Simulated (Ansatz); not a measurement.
La₄⁺: single points at one geometry.

```yaml
crystal:
  periodic: [false, false, false]
  atoms:
    - {symbol: La, position_ang: [-0.183447, -1.733481, -1.272246]}
    - {symbol: La, position_ang: [0.104690, 1.799543, -1.122876]}
    - {symbol: La, position_ang: [1.835093, 0.000101, 1.143050]}
    - {symbol: La, position_ang: [-1.756336, -0.066163, 1.252073]}
basis:
  gaussian: {orbitals: def2-TZVP, initial_orbitals: start.molden}
total_charge: 1
magnetization: {spin_polarized: true, initial_magnetization: 1}
hamiltonian: {xc: pbe, dispersion: d4}
scf: {omitted_lower_state_checks: [starts]}
output: {orbitals: {seedname: orbitals}}
```

The file start.molden holds the orbitals of an earlier run on this structure, at another level or in another basis.

```sh
$ ansatz run in.yaml --threads 4 --pin off --events-out ev --progress --plain --max-ram 3916MiB
```

Output, abridged:

```
Functional definition: PBE
1272 factors; their error is unknown
mean field evaluation 1: about -3431.1980 eV, gradient 4.1e0 eV
mean field evaluation 2: about -3431.3233 eV, gradient 2.2e-1 eV
mean field evaluation 4: about -3431.3239 eV, gradient 7.5e-2 eV
mean field evaluation 8: about -3431.3245 eV, gradient 1.2e-3 eV
mean field evaluation 16: about -3431.3352 eV, gradient 1.9e-1 eV
mean field evaluation 32: about -3431.3658 eV, gradient 2.9e-3 eV
mean field -3431.36576597 eV, -126.1003660361 hartree, gradient 9.1e-6 eV, S^2 3.097048; 0 other end points of the search recorded, 0 dependent functions left out
reference -3431.36581642 eV, -126.1003678902 hartree; 22, 21 occupied and 138, 139 virtual orbitals, 1272 factors
Total energy: -3431.48223611 eV, -126.1046462348 hartree
Checks for a lower state left out: starts
```

It took 100 s on 4 threads of Arm Neoverse V2 on a shared host, peak host memory 0.55 GiB.

As the first input, with `correlation: {method: mp2}` and without the key `hamiltonian` (abridged; 6.5 s):

```
Functional definition: HF
mean field evaluation 16: about -3382.4226 eV, gradient 1.1e-1 eV
mean field -3382.42605972 eV, -124.3018650041 hartree, gradient 2.4e-6 eV, S^2 4.629608
second order -21.76243550 eV of doubles, -0.00000000 eV of singles
Total energy: -3404.18849523 eV, -125.1016197577 hartree
Checks for a lower state left out: starts
```

The first input with `gaussian: {orbitals: def2-SVP, initial_orbitals: start.molden}` (abridged; 1.8 min):

```
Functional definition: PBE
mean field evaluation 16: about -3431.0505 eV, gradient 6.5e-2 eV
mean field evaluation 32: about -3431.0739 eV, gradient 2.4e-2 eV
mean field -3431.07404857 eV, -126.0896456193 hartree, gradient 9.7e-6 eV, S^2 2.915877
Total energy: -3431.19052685 eV, -126.0939261173 hartree
Checks for a lower state left out: starts
```

First input, but with `hamiltonian: {xc: {name: B97M-V}}` (abridged; 3 min):

```
Functional definition: B97M-V
mean field evaluation 16: about -3429.4523 eV, gradient 1.2e-1 eV
mean field -3429.45382474 eV, -126.0301034919 hartree, gradient 4.2e-6 eV, S^2 2.020784
Total energy: -3429.45389456 eV, -126.0301060576 hartree
Checks for a lower state left out: starts
```

First input, but with `hamiltonian: {xc: r2scan, dispersion: d4}` (abridged; 58 s):

```
Functional definition: r2SCAN
mean field evaluation 16: about -3430.5978 eV, gradient 3.2e-6 eV
mean field -3430.59784523 eV, -126.0721454696 hartree, gradient 3.2e-6 eV, S^2 3.980574
Total energy: -3430.61386074 eV, -126.0727340285 hartree
Checks for a lower state left out: starts
```

Geometry: r2SCAN-D4/def2-SVP.

In the def2 sets La takes a core potential; there is no spin–orbit coupling. Correlated methods freeze no core orbitals; core or outer-core shells of La are correlated, in sets that lack core-valence functions. At PBE-D4/def2-TZVP, MP2/def2-TZVP, PBE-D4/def2-SVP, B97M-V/def2-TZVP and others the charge 1 doublet is spin-contaminated (final ⟨S²⟩ up to 4.63, 0.75 for a pure state). No other spin state of charge 1 was run. The geometry of the doublet was relaxed on an unsound state (⟨S²⟩ 3.91, where a pure state has 0.75). The structure comes from a short search, and lower isomers may exist.
